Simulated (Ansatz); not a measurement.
A set of 12 reactions (atomization), with CCSD(T)/CBS values in kJ/mol:

```json
{"reaction": "`CS[CH2][SnH3]` → 2 C• + 8 H• + S• + Sn•", "ΔE": "3827.9"}
{"reaction": "`CS[Si](F)(F)F` → C• + 3 F• + 3 H• + S• + Si•", "ΔE": "3708.1"}
{"reaction": "`C[CH2][Ga@-]1([F])[Br+][Ga@@-]([F])([CH2]C)[Br+]1` → 2 Br• + 4 C• + 2 F• + 2 Ga• + 10 H•", "ΔE": "7323.8"}
{"reaction": "`CB(O[SiH3])O[SiH3]` → B• + C• + 9 H• + 2 O• + 2 Si•", "ΔE": "5662.8"}
{"reaction": "`FCC(F)F` → 2 C• + 3 F• + 3 H•", "ΔE": "3101.7"}
{"reaction": "`C/C=C(\\F)CS` → 4 C• + F• + 7 H• + S•", "ΔE": "5123.7"}
{"reaction": "`CC1OCCCO1` → 5 C• + 10 H• + 2 O•", "ΔE": "6931.9"}
{"reaction": "`O=C(S)BF` → B• + C• + F• + 2 H• + O• + S•", "ΔE": "2807.5"}
{"reaction": "`[CH3][AlH][B](F)[GeH3]` → Al• + B• + C• + F• + Ge• + 7 H•", "ΔE": "3851.4"}
{"reaction": "`[SiH3]O[B]Cl`• → B• + Cl• + 3 H• + O• + Si•", "ΔE": "2391.3"}
{"reaction": "`[N]=C=O`• → C• + N• + O•", "ΔE": "1316.6"}
{"reaction": "`CC#[C][GeH2][NH2]` → 3 C• + Ge• + 7 H• + N•", "ΔE": "4505.6"}
```

Program: Ansatz. Geometries: PBE0-D4/def2-TZVP. ΔE: electronic, gas phase. CBS: MP2 limit from def2 TZ/QZ plus the TZ coupled-cluster correction, frozen cores. Small cases extrapolate CCSD(T) itself. Functionals use def2-TZVPP. B3LYP here is the variant with VWN-RPA as its local correlation; programs differ in this. No spin–orbit coupling; open shells (•) take unrestricted orbitals. Spin–orbit coupling would lower the free atoms: a little for Al, B, C, Cl, F, O, S, Si; clearly for Br, Ga, Ge; strongly for Sn. Elements past krypton have def2 core potentials. For Br, Ga, Ge, Sn outer-core shells are correlated without core-valence functions, so the limit isn't a true one: a few kJ/mol of doubt a bond, and 10 to 20 or more in all where bonds break to atoms. Scalar relativity is left out up to krypton. One conformer a species, not always the lowest.

Q: Give the mean, mean absolute and largest difference (level minus CCSD(T)/CBS, kJ/mol) for: PBE-D4, PBE0-D4, B3LYP-D4, ωB97M-V, PBE, PBE0, B3LYP, SCS-MP2/def2-TZVPP, CCSD/def2-TZVPP, CCSD(T)/def2-TZVPP, SCS-MP2/def2-QZVPP, HF/CBS(def2), MP2/CBS(def2), CCSD/CBS(def2). (Estimate.)

A: Computed: 
```csv
level,mean,mean absolute,largest
PBE-D4,84.7,84.7,179.6
PBE0-D4,3.9,29.8,54.7
B3LYP-D4,-12.3,22.7,-92.9
ωB97M-V,5.8,18.4,-55.2
PBE,59.8,66.6,146.2
PBE0,-17.3,37.4,-82.4
B3LYP,-52.3,58.1,-203.4
SCS-MP2/def2-TZVPP,-58.0,58.0,-97.9
CCSD/def2-TZVPP,-169.8,169.8,-266.5
CCSD(T)/def2-TZVPP,-104.1,104.1,-162.7
SCS-MP2/def2-QZVPP,11.0,17.8,-30.3
HF/CBS(def2),-1128.5,1128.5,-1892.8
MP2/CBS(def2),80.8,82.7,153.6
CCSD/CBS(def2),-66.1,66.1,-109.8
```

The largest T1 diagnostic in the set is 0.026, for `[N]=C=O`• (customary mark 0.045).

CCSD(T)/CBS is a level of theory with its own doubt, and the functionals carry their triple-zeta basis error, so these figures describe this set and don't rank the functionals.
